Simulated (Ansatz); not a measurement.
`O=C[Se][GeH3]` + `OCO` → `O=COCO` + `[GeH3][SeH]`  (substitution at a C–Se bond)

Gas-phase electronic energies from Ansatz, PBE0-D4/def2-TZVP geometries. CCSD(T)/CBS is the MP2 limit (def2-TZVPP, def2-QZVPP) plus CCSD(T) − MP2 in def2-TZVPP, frozen cores. This one scheme is used for every species. DFT in def2-TZVPP. B3LYP here is the variant with VWN-RPA as its local correlation; programs differ in this. For Ge, Se outer-core shells are correlated without core-valence functions, which leaves a few kJ/mol of doubt a bond. Scalar relativity is left out up to krypton. One conformer a species, not always the lowest.

(1) Is it downhill or uphill in electronic energy at CCSD(T)/CBS, and by how much? (Best estimate.)

(2) What do these levels give: r2SCAN-D4, B3LYP-D4, r2SCAN, PBE0, B3LYP, HF/def2-TZVPP, MP2/def2-TZVPP, CCSD/def2-TZVPP, CCSD(T)/def2-TZVPP, MP2/def2-QZVPP, MP2/CBS(def2), CCSD/CBS(def2)? (Best estimate.)

Largest T1 diagnostic among the species: 0.015.

Results:

(1) Ansatz gave: Downhill: ΔE = -7.6 kcal/mol.

(2) The calculation gave: r2SCAN-D4 -8.3, B3LYP-D4 -7.6, r2SCAN -8.3, PBE0 -8.8, B3LYP -8.3, HF/def2-TZVPP -13.9, MP2/def2-TZVPP -7.5, CCSD/def2-TZVPP -9.5, CCSD(T)/def2-TZVPP -8.7, MP2/def2-QZVPP -6.8, MP2/CBS(def2) -6.4, CCSD/CBS(def2) -8.4 kcal/mol.

In def2-TZVPP, CCSD(T) changes the Hartree–Fock value by +5.3 kcal/mol (the triples alone add +0.8 kcal/mol) and MP2 by +6.5 kcal/mol. From PBE to PBE0 (25 % exact exchange), in def2-TZVPP and without D4, ΔE moves by −2.2 kcal/mol.
